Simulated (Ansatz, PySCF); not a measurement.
Dissociation curve of Be₂, singlet.

RKS-B3LYP/3-21G = restricted B3LYP/3-21G in PySCF; UKS-B3LYP/3-21G = PySCF with unrestricted B3LYP/3-21G; UHF/6-31G* = unrestricted Hartree-Fock/6-31G*, spherical d run with PySCF; UKS-PBE0 = unrestricted PBE0/def2-SVP run with Ansatz (a quantum-chemistry and plane-wave program).

Energies relative to the lowest point of each curve near equilibrium, in kJ/mol; the last columns give the difference from UKS-PBE0:

```json
[
 {"R / Å": "1.89", "RKS-B3LYP/3-21G": "70.1", "UKS-B3LYP/3-21G": "48.5", "UHF/6-31G*": "42.8", "UKS-PBE0": "52.1", "RKS-B3LYP/3-21G − UKS-PBE0": "18.0", "UKS-B3LYP/3-21G − UKS-PBE0": "-3.7", "UHF/6-31G* − UKS-PBE0": "-9.3"},
 {"R / Å": "2.03", "RKS-B3LYP/3-21G": "34.0", "UKS-B3LYP/3-21G": "18.7", "UHF/6-31G*": "12.9", "UKS-PBE0": "19.3", "RKS-B3LYP/3-21G − UKS-PBE0": "14.7", "UKS-B3LYP/3-21G − UKS-PBE0": "-0.6", "UHF/6-31G* − UKS-PBE0": "-6.4"},
 {"R / Å": "2.15", "RKS-B3LYP/3-21G": "16.4", "UKS-B3LYP/3-21G": "6.1", "UHF/6-31G*": "2.1", "UKS-PBE0": "5.5", "RKS-B3LYP/3-21G − UKS-PBE0": "11.0", "UKS-B3LYP/3-21G − UKS-PBE0": "0.6", "UHF/6-31G* − UKS-PBE0": "-3.3"},
 {"R / Å": "2.27", "RKS-B3LYP/3-21G": "6.7", "UKS-B3LYP/3-21G": "6.7", "UHF/6-31G*": "0.0", "UKS-PBE0": "0.1", "RKS-B3LYP/3-21G − UKS-PBE0": "6.6", "UKS-B3LYP/3-21G − UKS-PBE0": "6.6", "UHF/6-31G* − UKS-PBE0": "-0.1"},
 {"R / Å": "2.39", "RKS-B3LYP/3-21G": "2.0", "UKS-B3LYP/3-21G": "2.0", "UHF/6-31G*": "3.1", "UKS-PBE0": "0.0", "RKS-B3LYP/3-21G − UKS-PBE0": "2.0", "UKS-B3LYP/3-21G − UKS-PBE0": "2.0", "UHF/6-31G* − UKS-PBE0": "3.1"},
 {"R / Å": "2.42", "RKS-B3LYP/3-21G": "1.3", "UKS-B3LYP/3-21G": "1.3", "UHF/6-31G*": "4.3", "UKS-PBE0": "0.5", "RKS-B3LYP/3-21G − UKS-PBE0": "0.8", "UKS-B3LYP/3-21G − UKS-PBE0": "0.8", "UHF/6-31G* − UKS-PBE0": "3.8"},
 {"R / Å": "2.52", "RKS-B3LYP/3-21G": "0.1", "UKS-B3LYP/3-21G": "0.1", "UHF/6-31G*": "9.3", "UKS-PBE0": "3.2", "RKS-B3LYP/3-21G − UKS-PBE0": "-3.0", "UKS-B3LYP/3-21G − UKS-PBE0": "-3.0", "UHF/6-31G* − UKS-PBE0": "6.1"},
 {"R / Å": "2.59", "RKS-B3LYP/3-21G": "0.0", "UKS-B3LYP/3-21G": "0.0", "UHF/6-31G*": "13.0", "UKS-PBE0": "5.5", "RKS-B3LYP/3-21G − UKS-PBE0": "-5.5", "UKS-B3LYP/3-21G − UKS-PBE0": "-5.5", "UHF/6-31G* − UKS-PBE0": "7.5"},
 {"R / Å": "2.63", "RKS-B3LYP/3-21G": "0.1", "UKS-B3LYP/3-21G": "0.1", "UHF/6-31G*": "15.2", "UKS-PBE0": "7.0", "RKS-B3LYP/3-21G − UKS-PBE0": "-6.9", "UKS-B3LYP/3-21G − UKS-PBE0": "-6.9", "UHF/6-31G* − UKS-PBE0": "8.2"},
 {"R / Å": "2.75", "RKS-B3LYP/3-21G": "0.8", "UKS-B3LYP/3-21G": "0.8", "UHF/6-31G*": "21.1", "UKS-PBE0": "11.4", "RKS-B3LYP/3-21G − UKS-PBE0": "-10.6", "UKS-B3LYP/3-21G − UKS-PBE0": "-10.6", "UHF/6-31G* − UKS-PBE0": "9.7"},
 {"R / Å": "2.92", "RKS-B3LYP/3-21G": "2.6", "UKS-B3LYP/3-21G": "2.6", "UHF/6-31G*": "27.7", "UKS-PBE0": "16.9", "RKS-B3LYP/3-21G − UKS-PBE0": "-14.3", "UKS-B3LYP/3-21G − UKS-PBE0": "-14.3", "UHF/6-31G* − UKS-PBE0": "10.8"},
 {"R / Å": "3.10", "RKS-B3LYP/3-21G": "4.6", "UKS-B3LYP/3-21G": "4.6", "UHF/6-31G*": "32.2", "UKS-PBE0": "21.2", "RKS-B3LYP/3-21G − UKS-PBE0": "-16.7", "UKS-B3LYP/3-21G − UKS-PBE0": "-16.7", "UHF/6-31G* − UKS-PBE0": "11.0"},
 {"R / Å": "3.45", "RKS-B3LYP/3-21G": "8.0", "UKS-B3LYP/3-21G": "8.0", "UHF/6-31G*": "36.2", "UKS-PBE0": "28.1", "RKS-B3LYP/3-21G − UKS-PBE0": "-20.1", "UKS-B3LYP/3-21G − UKS-PBE0": "-20.1", "UHF/6-31G* − UKS-PBE0": "8.1"},
 {"R / Å": "3.76", "RKS-B3LYP/3-21G": "10.3", "UKS-B3LYP/3-21G": "10.3", "UHF/6-31G*": "37.3", "UKS-PBE0": "32.3", "RKS-B3LYP/3-21G − UKS-PBE0": "-22.0", "UKS-B3LYP/3-21G − UKS-PBE0": "-22.0", "UHF/6-31G* − UKS-PBE0": "5.1"},
 {"R / Å": "4.12", "RKS-B3LYP/3-21G": "12.1", "UKS-B3LYP/3-21G": "12.1", "UHF/6-31G*": "37.8", "UKS-PBE0": "35.2", "RKS-B3LYP/3-21G − UKS-PBE0": "-23.1", "UKS-B3LYP/3-21G − UKS-PBE0": "-23.1", "UHF/6-31G* − UKS-PBE0": "2.6"},
 {"R / Å": "4.49", "RKS-B3LYP/3-21G": "13.2", "UKS-B3LYP/3-21G": "13.2", "UHF/6-31G*": "38.2", "UKS-PBE0": "36.8", "RKS-B3LYP/3-21G − UKS-PBE0": "-23.7", "UKS-B3LYP/3-21G − UKS-PBE0": "-23.7", "UHF/6-31G* − UKS-PBE0": "1.4"},
 {"R / Å": "5.04", "RKS-B3LYP/3-21G": "13.9", "UKS-B3LYP/3-21G": "13.9", "UHF/6-31G*": "38.7", "UKS-PBE0": "38.0", "RKS-B3LYP/3-21G − UKS-PBE0": "-24.1", "UKS-B3LYP/3-21G − UKS-PBE0": "-24.1", "UHF/6-31G* − UKS-PBE0": "0.7"},
 {"R / Å": "5.54", "RKS-B3LYP/3-21G": "14.1", "UKS-B3LYP/3-21G": "14.1", "UHF/6-31G*": "39.1", "UKS-PBE0": "38.4", "RKS-B3LYP/3-21G − UKS-PBE0": "-24.4", "UKS-B3LYP/3-21G − UKS-PBE0": "-24.4", "UHF/6-31G* − UKS-PBE0": "0.6"},
 {"R / Å": "6.25", "RKS-B3LYP/3-21G": "14.1", "UKS-B3LYP/3-21G": "14.1", "UHF/6-31G*": "39.3", "UKS-PBE0": "38.8", "RKS-B3LYP/3-21G − UKS-PBE0": "-24.6", "UKS-B3LYP/3-21G − UKS-PBE0": "-24.6", "UHF/6-31G* − UKS-PBE0": "0.6"},
 {"R / Å": "6.78", "RKS-B3LYP/3-21G": "14.1", "UKS-B3LYP/3-21G": "14.1", "UHF/6-31G*": "39.4", "UKS-PBE0": "38.9", "RKS-B3LYP/3-21G − UKS-PBE0": "-24.7", "UKS-B3LYP/3-21G − UKS-PBE0": "-24.7", "UHF/6-31G* − UKS-PBE0": "0.5"},
 {"R / Å": "7.48", "RKS-B3LYP/3-21G": "14.1", "UKS-B3LYP/3-21G": "14.1", "UHF/6-31G*": "39.4", "UKS-PBE0": "39.0", "RKS-B3LYP/3-21G − UKS-PBE0": "-24.8", "UKS-B3LYP/3-21G − UKS-PBE0": "-24.8", "UHF/6-31G* − UKS-PBE0": "0.5"}
]
```

RKS-B3LYP/3-21G is furthest from UKS-PBE0 at 7.48 (-24.8 kJ/mol, below); its mean absolute difference over the points is 15.3 kJ/mol.

UKS-B3LYP/3-21G is furthest from UKS-PBE0 at 7.48 (-24.8 kJ/mol, below); its mean absolute difference over the points is 13.5 kJ/mol.

UHF/6-31G* is furthest from UKS-PBE0 at 3.10 (11.0 kJ/mol, above); its mean absolute difference over the points is 4.7 kJ/mol.

The unrestricted solution behind UKS-B3LYP/3-21G changes between 2.15 and 2.27 Å, which can leave a kink. The unrestricted determinant behind UKS-B3LYP/3-21G is spin-contaminated at 1.89 to 2.15 Å (<S²> up to 0.7, against 0.00 for a pure singlet). The unrestricted determinant behind UHF/6-31G* is spin-contaminated at 1.89 to 7.48 Å (<S²> up to 0.9, against 0.00 for a pure singlet). The unrestricted determinant behind UKS-PBE0 is spin-contaminated at 1.89 to 2.92 Å (<S²> up to 0.8, against 0.00 for a pure singlet).
